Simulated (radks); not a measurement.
Results of a calculation; reference values are marked as such.
Question: All-electron atom: the erbium ion Er2+ in [Xe] 4f12 (the NIST ground configuration). Level of theory: Dirac Kohn-Sham, PBE, spin-unpolarised, spherical densities, point nucleus; open shells fill j = l - 1/2 first (a radial shooting solver on a logarithmic mesh with Libxc functionals).

Spin-orbit splittings of the eigenvalues, e(l+1/2) - e(l-1/2), with zeta = 2 splitting/(2l+1) and mean radii in bohr:

| shell | occ. | splitting (eV) | zeta (eV) | <r> j=l-1/2 | <r> j=l+1/2 |
|---|---|---|---|---|---|
| 2p | 6 | 916.9 | 611.3 | 0.07147 | 0.07875 |
| 3p | 6 | 192.6 | 128.4 | 0.2146 | 0.2283 |
| 3d | 10 | 42.09 | 16.83 | 0.2012 | 0.2055 |
| 4p | 6 | 43.31 | 28.87 | 0.5172 | 0.5487 |
| 4d | 10 | 7.867 | 3.147 | 0.5775 | 0.5887 |
| 4f | 12 | ? | ? | 0.8111 | 0.8305 |
| 5p | 6 | 5.389 | 3.592 | 1.412 | 1.520 |

Estimate the 4f splitting.

Answer: 1.085 eV (zeta = 0.3099 eV).
